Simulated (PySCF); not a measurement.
C₆H₅F₃SSi, SMILES c1(C=C)sc([Si](F)(F)F)cc1, GFN2-xTB optimised geometry.

```
16

C     -2.29    -2.50    -0.01
C     -0.96    -2.54     0.00
C     -0.10    -1.39     0.00
C      1.28    -1.39     0.00
C      1.83    -0.11     0.00
C      0.89     0.90     0.00
Si     1.19     2.72     0.00
F      2.73     3.07    -0.03
F      0.61     3.49     1.26
F      0.56     3.49    -1.23
S     -0.71     0.23     0.00
H     -2.82    -1.56    -0.01
H     -2.89    -3.39    -0.01
H     -0.44    -3.49     0.00
H      1.86    -2.29     0.00
H      2.89     0.09     0.00
```

Density from PySCF with PBE0/def2-TZVP at that geometry.

Minimum of the electron density along straight lines between bonded atoms, close to the bond critical point (lines longer than 1.1 times the sum of covalent radii, or with two minima, are not listed):

```tsv
bond	length / Å	ρ at the minimum / e bohr⁻³	∇²ρ there / e bohr⁻⁵	position (fraction from the first atom)
C1–C2	1.330	0.353	-1.09	0.49
C2–C3	1.439	0.290	-0.84	0.48
C3–C4	1.374	0.326	-0.96	0.52
C4–C5	1.400	0.312	-0.91	0.50
C5–C6	1.374	0.323	-0.93	0.49
C6–Si7	1.847	[?]	0.20	0.61
Si7–F8	1.587	0.145	1.05	0.42
Si7–F9	1.587	0.145	1.05	0.42
Si7–F10	1.587	0.145	1.05	0.42
C3–S11	1.733	0.212	[?]	0.48
C6–S11	1.737	0.208	[?]	0.48
C1–H12	1.078	0.288	-1.03	0.65
C1–H13	1.075	0.289	-1.04	0.65
C2–H14	1.083	0.286	-1.02	0.65
C4–H15	1.075	0.289	-1.04	0.65
C5–H16	1.075	0.291	-1.06	0.65
```

Task: Fill in the missing entries.

Result: 
- C6–Si7, ρ at the minimum / e bohr⁻³: 0.129
- C3–S11, ∇²ρ there / e bohr⁻⁵: -0.43
- C6–S11, ∇²ρ there / e bohr⁻⁵: -0.40
